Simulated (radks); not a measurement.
Valence configurations of the germanium ion Ge+ (all share [Ar]). Calculated with a radial shooting solver on a logarithmic mesh with Libxc functionals: Dirac Kohn-Sham, PBE, spin-unpolarised, spherical densities, point nucleus; open shells fill j = l - 1/2 first. Energies are relative to 3d10 4s2 4p1; eigenvalues in eV.

valence           E (eV)  e(3d3/2)  e(3d5/2)  e(4p1/2)  e(4p3/2)  e(4s1/2)
3d10 4s2 4p1       0.000   -38.582   -37.996   -11.366         -   -19.807
3d9 4s2 4p2       30.742   -48.894   -48.269   -13.305         -   -22.634
3d10 4s1 4p2       8.533   -40.240   -39.653   -12.121         -   -20.742
3d10 4p3          17.506   -41.927   -41.338   -12.877   -12.607         -
3d8 4s2 4p3       70.503   -59.860   -59.195   -15.210   -14.842   -25.377
3d9.5 4s2 4p1.5   14.329   -43.669   -43.064   -12.350         -   -21.243
3d9 4s1 4p3       40.464   -50.523   -49.897   -14.028   -13.711   -23.520
3d10 4s1.5 4p1.5   4.244   -39.423   -38.836   -11.751         -   -20.284
3d9 4s1.5 4p2.5   35.581   -49.718   -49.092   -13.673   -13.362   -23.084

NIST lists [Ar] 3d10 4s2 4p1 as the ground configuration; this level of theory agrees among the configurations tried. The energies are those of spherical spin-averaged densities, not of single terms.
